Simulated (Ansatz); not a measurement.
H10Si5, triplet, at the geometry of the source list (a higher spin typed on purpose: for a closed-shell molecule this is an excited state); BHLYP/STO-3G in Ansatz (an electronic-structure program).

The Ansatz input:
Ansatz 0.2 input:
```yaml
crystal:
  periodic: [false, false, false]
  atoms:
    - {symbol: Si, position_ang: [0.79530000, 1.18900000, 1.36900000]}
    - {symbol: Si, position_ang: [1.87710000, -0.56410000, 0.26970000]}
    - {symbol: Si, position_ang: [0.26980000, -1.67980000, -1.00830000]}
    - {symbol: Si, position_ang: [-1.71520000, -0.45220000, -0.87750000]}
    - {symbol: Si, position_ang: [-1.23030000, 1.52810000, 0.25990000]}
    - {symbol: H, position_ang: [0.54880000, 0.83080000, 2.77380000]}
    - {symbol: H, position_ang: [1.61460000, 2.40140000, 1.46530000]}
    - {symbol: H, position_ang: [2.57830000, -1.46380000, 1.19310000]}
    - {symbol: H, position_ang: [2.95470000, -0.05190000, -0.58800000]}
    - {symbol: H, position_ang: [0.08020000, -3.06030000, -0.54650000]}
    - {symbol: H, position_ang: [0.70770000, -1.84710000, -2.39940000]}
    - {symbol: H, position_ang: [-2.75110000, -1.21750000, -0.17000000]}
    - {symbol: H, position_ang: [-2.31110000, -0.21530000, -2.19750000]}
    - {symbol: H, position_ang: [-1.10510000, 2.64170000, -0.69190000]}
    - {symbol: H, position_ang: [-2.31360000, 1.96100000, 1.14830000]}
basis:
  gaussian:
    orbitals: STO-3G
hamiltonian:
  xc: {name: BHLYP}
magnetization: {spin_polarized: true, initial_magnetization: 2}
```

The log (banner, timings and long lists left out):

```
Functional definition: BHLYP
614 factors; integrals over basis functions are off by at most 4.3e-5 eV
mean field evaluation 1: about -39085.2779 eV, gradient 1.4e1 eV
mean field evaluation 2: about -39086.7273 eV, gradient 7.1e0 eV
mean field evaluation 4: about -39087.3081 eV, gradient 9.7e-1 eV
mean field evaluation 8: about -39087.5038 eV, gradient 2.2e-1 eV
mean field evaluation 16: about -39087.5079 eV, gradient 5.9e-4 eV
mean field -39087.50787692 eV, -1436.4394200122 hartree, gradient 7.0e-5 eV, S^2 2.001693; 2 other end points of the search recorded, 0 dependent functions left out
reference -39087.50803916 eV, -1436.4394259746 hartree; 41, 39 occupied and 14, 16 virtual orbitals, 614 factors
Total energy: -39087.50803916 eV, -1436.4394259746 hartree
```
